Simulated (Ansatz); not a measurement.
Series SbX3: PBE-D4/def2-SVP single points in Ansatz on relaxed structures, gas phase. Core potentials for I, Sb, no spin–orbit coupling. Binding counts from free atoms in the multiplicity of their measured ground term, without zero-point energy. The structures are stationary points that may keep the symmetry of their start.

```
       species  atoms    state            geometry  HOMO (eV)  LUMO (eV)  gap (eV)  binding per atom (eV)  point group (within 0.1 Å)
          SbF3      4  singlet  B3LYP-D4/def2-TZVP      -8.00      -2.09      5.92                   3.51                         C3v
          SbH3      4  singlet    PBE-D4/def2-TZVP      -6.46      -0.79      5.67                   2.09                         C3v
         SbCl3      4  singlet    PBE0-D4/def2-SVP      -7.23      -2.55      4.67                   2.58                         C3v
          SbI3      4  singlet     PBE-D4/def2-SVP      -6.46      -3.61      2.84                   1.92                         C3v
         SbBr3      4  singlet  r2SCAN-D4/def2-SVP      -6.94      -3.00      3.94                   2.28                         C3v
SbMe3 (C3H9Sb)     13  singlet    PBE0-D4/def2-SVP      -5.35      -0.15      5.21                   3.70                         C3v
```

The gap (eV) runs from 2.84 (SbI3) to 5.92 (SbF3).
